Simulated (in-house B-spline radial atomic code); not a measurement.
## Response and correlation of Ge²⁺

Closed shell [Ar] 3d10 4s2. Computed with an all-electron radial atomic-structure program (B-spline basis): Dirac-Hartree-Fock, relativistic RPA (time-dependent Dirac-Hartree-Fock) for the response and second-order many-body perturbation theory for correlation, no-pair Dirac-Coulomb Hamiltonian, finite nucleus, speed of light scaled by 100 (non-relativistic limit).

Command:
```bash
python run_mb.py task.json out
```
Settings (nuclear radius in fm, box in bohr, cutoff in hartree):
```
basis_form          2
Z                   32
core_configuration  [Ar] 3d10 4s2
rms_radius          4.0742
mass_number         74
speed_of_light      13703.59991
box_radius          18.686
lmax                7
intervals           65
virtual_cutoff      25600.0
```

Run time, properties included: 6.2 s on 1 thread of Intel(R) Xeon(R) Platinum 8488C, with other jobs on the host.

```tsv
multipole (bohr³, bohr⁵, bohr⁷)	uncoupled	coupled RPA
dipole	10.598	?
quadrupole	27.039	35.904
octupole	170.05	213.84
```

Question: What is the coupled dipole polarisability?

Answer: 12.729 atomic units, +20 % against the uncoupled value.

Question: Which subshells carry the dipole polarisability?

Answer: 4s1/2 99.8 %, 3d5/2 0.2 %, 3d3/2 0.1 %.

Question: What does the dipole shielding factor come to?

Answer: The dipole shielding factor is 0.937, against the exact N/Z = 30/32 = 0.938 of the non-relativistic theorem.

Dipole polarisability at imaginary frequency:

```tsv
u (Eh)	α(iu) (bohr³)
0	12.73
0.26	8.934
0.779	3.089
1.56	1.314
2.6	0.7262
5.2	0.319
10.4	0.1232
26	0.028
```

Question: What dispersion coefficients follow for two such ions (the dispersion part alone)?

Answer: C6 = (3/π)∫α(iu)²du = 52.21 hartree·bohr⁶ and C8 = 943.1 hartree·bohr⁸.

Lowest J = 1 odd-parity excitations:

```tsv
energy (eV)	oscillator strength	leading channel	weight
5.4789	7.58e-12	4s1/2 → p1/2	0.667
10.279	1.68	4s1/2 → p3/2	0.66
20.714	8.04e-11	4s1/2 → p1/2	0.667
21.166	0.00516	4s1/2 → p3/2	0.666
25.419	1.48e-10	4s1/2 → p1/2	0.667
25.58	0.00799	4s1/2 → p3/2	0.666
28.079	5.86e-11	4s1/2 → p1/2	0.667
28.203	0.00947	4s1/2 → p3/2	0.666
```

For an outer ns² shell RPA puts the lowest triplet far too low, and second order misses the ns²-np² near-degeneracy.

Second-order correlation energy by the highest angular momentum of the excited pair (hartree): s -0.02168, p -0.226, d -0.6412, f -0.4803, g -0.1575, h -0.06768, i -0.03093, k -0.01576.

Question: What is the second-order correlation energy at the partial-wave limit?

Answer: The listed waves sum to -1.6411 hartree; extrapolating the increments as (l + 1/2)⁻⁴ gives -1.6733 hartree, -1.52 eV per electron.
